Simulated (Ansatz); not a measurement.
Cost and result up the ladder for GeF₂ (3 atoms). Total charge 0; singlet. Geometry: PBE-D4/def2-TZVP.

Cartesian coordinates in Å:
```
Ge 0.090 0.460 0.619
F -1.264 -0.570 0.121
F 1.173 0.110 -0.740
```

Ansatz on 4 threads of Intel Xeon on a shared host. Times are rough, and most runs start from the orbitals of an earlier one. CAM-B3LYP-D4/def2-TZVP serves as the yardstick here, not as an exact answer. Differences are given only for rows in sets of like size (and for xTB, whose basis is part of the method), since another set adds its own error. Binding counts from free atoms at the same level (Ge triplet, F doublet; other spins of the atoms weren't run), without zero-point energy or a counterpoise term.

The 6-31G sets use Cartesian d functions. LC-ωPBE has ω = 0.4 bohr⁻¹. B3LYP takes the VWN-RPA correlation. Correlated methods freeze 11 core orbitals; core or outer-core shells of Ge are correlated, in sets that lack core-valence functions.

Correlated methods converge slowly with the basis.

```
                            level  functions  wall time
                         HF/6-31G         47     0.25 s
                  PBE-D4/def2-SVP         60     0.35 s
                   B3LYP-D4/6-31G         47      0.4 s
                BLYP-D4/def2-TZVP        110     0.51 s
                 PBE-D4/def2-TZVP        110     0.55 s
revPBE-D4/def2-TZVP (with forces)        110      0.6 s
                LC-ωPBE/def2-TZVP        110     0.75 s
           CAM-B3LYP-D4/def2-TZVP        110     0.81 s
              r2SCAN-D4/def2-TZVP        110     0.86 s
                RPA@PBE/def2-TZVP        110        1 s
             r2SCAN0-D4/def2-TZVP        110      1.1 s
             r2SCANh-D4/def2-TZVP        110      1.1 s
               CCSD(T)/def2-TZVPP        110      2.8 s
               CCSD(T)/def2-TZVPD        134      3.4 s
```

Q: Estimate what each level gives for the binding energy per atom (eV).

A: 
| level | binding energy per atom (eV) | difference from CAM-B3LYP-D4/def2-TZVP (eV) |
| --- | --- | --- |
| HF/6-31G | 2.08 | – |
| PBE-D4/def2-SVP | 3.87 | – |
| B3LYP-D4/6-31G | 3.45 | – |
| BLYP-D4/def2-TZVP | 3.83 | 0.09 |
| PBE-D4/def2-TZVP | 3.88 | 0.14 |
| revPBE-D4/def2-TZVP (with forces) | 3.72 | -0.02 |
| LC-ωPBE/def2-TZVP | 3.70 | -0.05 |
| CAM-B3LYP-D4/def2-TZVP | 3.74 | 0.00 |
| r2SCAN-D4/def2-TZVP | 3.73 | -0.01 |
| RPA@PBE/def2-TZVP | 3.29 | -0.45 |
| r2SCAN0-D4/def2-TZVP | 3.52 | -0.22 |
| r2SCANh-D4/def2-TZVP | 3.64 | -0.10 |
| CCSD(T)/def2-TZVPP | 3.60 | -0.14 |
| CCSD(T)/def2-TZVPD | 3.64 | -0.10 |
